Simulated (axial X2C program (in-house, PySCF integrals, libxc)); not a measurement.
**Bond lengths and stretching modes, held linear, of FNbF⁻**

Computed with an axial X2C code built on PySCF integrals: two-component X2C with atomic mean-field Coulomb and Gaunt terms, Gaussian nuclei, basis F dyall-av3z, Nb dyall-v3z with contracted cores. Spin-free rows use the one-electron spin-free X2C Hamiltonian.

Masses F 18.998, Nb 92.906, F 18.998 u. States: 2c Ω = 1 (beyond evenly filled blocks: ω = -3/2, ω = 5/2); spin-free M_S = 1, Λ = 0 (beyond evenly filled blocks: δ+α, δ-α).

MP2, spin-free: energies above the lowest point

| r(F–Nb) (Å) | r(Nb–F) (Å) | E (meV) |
| --- | --- | --- |
| 1.8593 | 1.8593 | 68.00 |
| 1.8593 | 1.9070 | 29.95 |
| 1.8593 | 1.9547 | 42.85 |
| 1.9070 | 1.8593 | 29.95 |
| 1.9070 | 1.9070 | 0.00 |
| 1.9070 | 1.9547 | 20.20 |
| 1.9070 | 2.0024 | 79.03 |
| 1.9547 | 1.8593 | 42.85 |
| 1.9547 | 1.9070 | 20.20 |
| 1.9547 | 1.9547 | 47.01 |
| 2.0024 | 1.9070 | 79.03 |
| 2.0024 | 2.0024 | 182.11 |

Fit a quadratic surface with cubic terms in each bond: where is the minimum, and what are the two stretching wavenumbers?

At MP2, spin-free: bonds 1.910 and 1.910 Å; harmonic stretches 592.0 and 613.3 cm⁻¹; force constants 3.46, 3.46 and coupling 0.47 mdyn/Å.

The other levels and Hamiltonians give:

```tsv
Hamiltonian	level	r(F–Nb) (Å)	r(Nb–F) (Å)	lower stretch (cm⁻¹)	upper stretch (cm⁻¹)
2c	PBE0	1.905	1.905	585.0	620.8
2c	BHandHLYP	1.914	1.914	583.7	621.4
spin-free	PBE0	1.904	1.904	585.9	621.3
spin-free	HF	1.924	1.924	577.3	622.2
spin-free	BHandHLYP	1.913	1.913	584.3	622.0
```

Each state is one determinant, the lowest of a limited PBE0 search; the stretches come from a fit to these few points and carry an uncertainty of a few per cent. Other orders of the atoms were not compared. Left out for rough or failed fits: HF 2c, MP2 2c. MP2 freezes inner shells (threshold -2 hartree). For an anion the highest level of a functional can be positive, and the basis then holds the extra electron. The molecule was held linear; bending was not examined, so a bent shape may lie lower. Open-shell Ω = 0 determinants with evenly filled partner blocks cannot be reached by this program, so the Ω shown need not be the lowest component. Note: several unpaired electrons, one determinant need not be a pure state.
